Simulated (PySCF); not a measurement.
B(Me)(Et)(NH2) (C3H10BN), SMILES C(B(C)N)C. Coordinates come from a r2SCAN-D4/def2-SVP optimisation. Other conformers were not sampled.

Computed equilibrium geometry at r2SCAN-D4/def2-SVP (PySCF confirms it by a frequency run) as Cartesian coordinates in Å, and its point group (one conformer of several):
point group Cs.
```xyz
15

B     -0.0497    -0.5634     0.0000
C      0.6572    -1.9806     0.0000
H      1.3174    -2.0855    -0.8789
H     -0.0381    -2.8361     0.0000
H      1.3174    -2.0855     0.8789
C      0.8204     0.7665     0.0000
C      0.0625     2.0932     0.0000
H      1.5037     0.7195    -0.8708
H      1.5037     0.7195     0.8708
H     -0.5856     2.1889     0.8885
H     -0.5856     2.1889    -0.8885
H      0.7353     2.9661     0.0000
N     -1.4500    -0.4779     0.0000
H     -2.0561    -1.2899     0.0000
H     -1.9543     0.4014     0.0000
```
Charge 0, spin multiplicity 1.
